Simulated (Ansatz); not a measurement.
Molecule: trifluoromethoxyethene, C$_{3}$H$_{3}$F$_{3}$O, net charge 0, singlet state. 
Coordinates optimised at B3LYP-D3(BJ)/def2-TZVP (Ansatz, a program for electronic structure):
SMILES: C=COC(F)(F)F
```xyz
10

C     -2.2349     0.1603    -0.0348
C     -1.4833    -0.9235     0.0330
O     -0.0991    -1.0123     0.0540
C      0.6759     0.0947     0.0027
F      1.9442    -0.3035     0.0392
F      0.4643     0.9238     1.0393
F      0.4895     0.8061    -1.1224
H     -1.8449     1.1647    -0.0849
H     -3.3073     0.0330    -0.0404
H     -1.8821    -1.9254     0.0829
```
Charge 0, spin multiplicity 1.

Wanted: atomisation energy (electronic, to ground-state atoms), in kcal/mol. Correlated levels leave the core frozen unless marked. Open shells are spin-unrestricted. No spin-orbit coupling. Non-relativistic unless marked X2C. The coupled-cluster limit lacks core correlation, which all-electron functionals hold. CBS marks a two-point X^-3 extrapolation of the correlation energy; Hartree-Fock from the larger set.

| level | program | atomisation energy (kcal/mol) |
|---|---|---|
| revPBE-D3(BJ)/def2-TZVPD | Ansatz + dftd3 | [?] |
| BHLYP-D3(BJ)/def2-TZVPD | Ansatz + dftd3 | 948.0 |
| HSE06-D4/def2-TZVPD | Ansatz + dftd4 | 1010.7 |
| CAM-B3LYP/def2-TZVPD | Ansatz | [?] |
| X2C-CCSD(T)/cc-pVTZ-DK | Ansatz | [?] |
| CCSD(T)/CBS(cc-pVTZ,cc-pVQZ) | Ansatz | 1001.7 |

Fill in the missing entries.


- revPBE-D3(BJ)/def2-TZVPD, atomisation energy (kcal/mol): 1002.4
- CAM-B3LYP/def2-TZVPD, atomisation energy (kcal/mol): 1004.3
- X2C-CCSD(T)/cc-pVTZ-DK, atomisation energy (kcal/mol): 973.1
